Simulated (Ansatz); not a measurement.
This Ansatz (an electronic-structure program) input (PBE/aug-cc-pVDZ) gives -100.36264 Eh with 32 basis functions. A basis named .json is the Basis Set Exchange file of that set (core-valence sets with the plain set on hydrogen).

Ansatz 0.2 input:
```yaml
crystal:
  periodic: [false, false, false]
  atoms:
    - {symbol: F, position_ang: [-0.11089081, 0.05778571, -0.70311137]}
    - {symbol: H, position_ang: [0.25696408, 0.21706395, 0.13368006]}
basis:
  gaussian:
    orbitals: aug-cc-pVDZ
hamiltonian:
  xc: {name: PBE}
magnetization: {spin_polarized: false}
```

Change:
```diff
- orbitals: aug-cc-pVDZ
+ orbitals: aug-pcseg-1.json
```

Q: What does the run give now?

A: -100.33387 Eh (PBE/aug-pcseg-1, 32 functions), a change of +28.77 mEh.
